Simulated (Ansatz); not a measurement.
The first iterations of a band of C3H9BO (14 atoms, charge 0, multiplicity 1).

All numbers below come from Ansatz 0.2.0, RHF/def2-SVP.

- movable images: 7
- climbing image: yes
- spring: 5.0 eV/Å²
- optimiser: quadratic models (default)
- start path: through a guess of the saddle point
- force threshold: 0.03 eV/Å
- iteration limit: 6
- end points: relaxed

Image 0:

```xyz
14
Properties=species:S:1:pos:R:3
C -1.478 1.057 0.798
C -0.373 0.575 -0.137
C 0.334 -0.697 0.341
B 1.495 -1.281 -0.570
O 1.881 -0.733 -1.737
H -2.255 0.297 0.912
H -1.952 1.965 0.420
H -1.083 1.276 1.793
H 0.361 1.380 -0.258
H -0.803 0.405 -1.131
H 0.758 -0.540 1.341
H -0.397 -1.504 0.483
H 2.089 -2.273 -0.232
H 1.410 0.043 -1.994
```

Image 8:

```xyz
14
Properties=species:S:1:pos:R:3
C -1.550 1.061 0.901
C -0.472 0.634 -0.091
C 0.280 -0.632 0.326
B 1.422 -1.136 -0.640
O 1.710 -0.464 -1.771
H -2.304 0.280 1.028
H -2.063 1.965 0.566
H -1.123 1.268 1.886
H 0.242 1.451 -0.225
H -0.925 0.478 -1.073
H 0.731 -0.499 1.319
H -0.422 -1.467 0.463
H 2.054 -2.134 -0.374
H 2.407 -0.833 -2.289
```

| iteration | highest image above the first end (eV) | largest band force component (eV/Å) |
| --- | --- | --- |
| 1 | 4.151 | 27.279 |
| 2 | 2.251 | 3.552 |

**Question.** Does the band converge within its limit, and where does its top end?

**Answer.** The run ended unconverged. It ended after 6 iterations with the highest image 0.593 eV above the first end. The band didn't meet its force threshold, so its energies are provisional: the largest band force was still 0.49 eV/Å, and over the last iterations the top moved between 0.59 and 0.85 eV.

Run time: 49 s on 2 threads of Arm Neoverse V2, with other jobs on the host, peak memory 0.24 GiB.
